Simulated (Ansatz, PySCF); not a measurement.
oxasilolan-5-one (C₃H₆O₂Si), SMILES O=C1CC[SiH2]O1. Atoms are numbered in the order given.

```xyz
12

O     -2.1369     1.0374    -0.1225
C     -1.0913     0.4587    -0.0857
C     -0.9185    -1.0598     0.0692
C      0.5133    -1.4146     0.5199
Si     1.4840     0.1032    -0.0561
O      0.1064     1.1009    -0.2198
H     -1.1368    -1.4898    -0.9238
H     -1.7042    -1.4273     0.7445
H      0.5717    -1.4867     1.6182
H      0.8641    -2.3725     0.1106
H      2.1595    -0.0403    -1.3729
H      2.4131     0.6984     0.9361
```
Charge 0, spin multiplicity 1.

Coordinates come from a B3LYP-D3(BJ)/def2-SVP optimisation. The values are those of a single conformer.

Two levels are set side by side: PBE-D3(BJ)/def2-SVP (Ansatz, an electronic-structure program) and B3LYP-D3(BJ)/def2-SVP (Ansatz). Each level has its own optimised geometry; the coordinates shown are those of the second. Frequencies come from the Hessian of PySCF at each geometry. Differences are taken from unrounded values.

| quantity | B3LYP-D3(BJ) |
|---|---|
| mean bond length (Å) | 1.385 |
| bond O1–C2 (Å) | 1.196 |
| bond C2–C3 (Å) | 1.536 |
| bond C2–O6 (Å) | 1.366 |
| bond C3–C4 (Å) | 1.542 |
| bond C4–Si5 (Å) | 1.891 |
| bond Si5–O6 (Å) | 1.709 |
| bond C3–H7 (Å) | 1.104 |
| bond C3–H8 (Å) | 1.099 |
| bond C4–H9 (Å) | 1.102 |
| bond C4–H10 (Å) | 1.099 |
| bond Si5–H11 (Å) | 1.487 |
| bond Si5–H12 (Å) | 1.484 |
| highest harmonic wavenumber (cm⁻¹) | 3126 |
| mean harmonic wavenumber (cm⁻¹) | 1271 |
| zero-point energy (kcal/mol) | 54.49 |

Problem. What does PBE-D3(BJ) give, and how far is it from B3LYP-D3(BJ)? (Estimate from the structure and the level; the computed values follow.)

Solution. 
```
quantity                            PBE-D3(BJ)  PBE-D3(BJ) minus B3LYP-D3(BJ)
----------------------------------  ----------  -----------------------------
mean bond length (Å)                     1.393                          0.009
bond O1–C2 (Å)                           1.205                          0.010
bond C2–C3 (Å)                           1.540                          0.004
bond C2–O6 (Å)                           1.377                          0.011
bond C3–C4 (Å)                           1.541                         -0.001
bond C4–Si5 (Å)                          1.897                          0.006
bond Si5–O6 (Å)                          1.723                          0.014
bond C3–H7 (Å)                           1.112                          0.008
bond C3–H8 (Å)                           1.108                          0.008
bond C4–H9 (Å)                           1.110                          0.008
bond C4–H10 (Å)                          1.107                          0.008
bond Si5–H11 (Å)                         1.501                          0.014
bond Si5–H12 (Å)                         1.498                          0.014
highest harmonic wavenumber (cm⁻¹)        3072                            -54
mean harmonic wavenumber (cm⁻¹)           1233                            -37
zero-point energy (kcal/mol)             52.90                          -1.60
```

Exact exchange shortens and stiffens bonds; PBE has none. Differences between two approximate levels are no errors against the true value.
